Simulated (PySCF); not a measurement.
**Correlation energy of Tm⁺ (thulium, charge +1)**

[Xe] 4f12 5d1 6s1, one real determinant (an excited configuration). All numbers are calculated (PySCF 2.14, scalar relativity by spin-free X2C-1e, in x2c-TZVPPall (11s7p7d4f2g, 113 functions)). Frozen: [Ar] 3d10; 40 electrons correlated.

MP2 pair energies summed by pair of shells (mhartree):

```csv
pair,energy,share (%)
4f-4f,-462.15,29.4
4d-4f,-312.82,19.9
4f-5p,-214.87,13.7
5p-5p,-109.98,7.0
4d-4d,-98.80,6.3
4f-5s,-50.55,3.2
4d-5p,-44.69,2.8
4p-4f,-44.54,2.8
4p-4d,-33.66,2.1
5s-5p,-30.28,1.9
5p-5d,-24.23,1.5
4d-5s,-21.35,1.4
5p-6s,-19.22,1.2
4s-4f,-18.14,1.2
4f-5d,-16.80,1.1
4s-4d,-16.38,1.0
4f-6s,-10.38,0.7
4p-4p,-8.71,0.6
4p-5p,-6.99,0.4
5s-5s,-5.77,0.4
4s-4p,-3.74,0.2
4p-5s,-3.70,0.2
5d-6s,-3.23,0.2
5s-5d,-2.92,0.2
4d-5d,-2.57,0.2
4d-6s,-1.42,0.1
4s-4s,-1.27,0.1
5s-6s,-1.08,0.1
4s-5p,-0.76,0.0
4s-5s,-0.67,0.0
```

Total MP2 correlation energy: -1572.3 mhartree.

Same-spin part -606.07 and opposite-spin part -966.19 mhartree; SCS-MP2 scales them by 1/3 and 6/5 to -1361.5 mhartree.

The reference is one real determinant that mixes LS terms of this configuration.

This basis was not built for core-valence correlation, so the inner-shell part is incomplete.
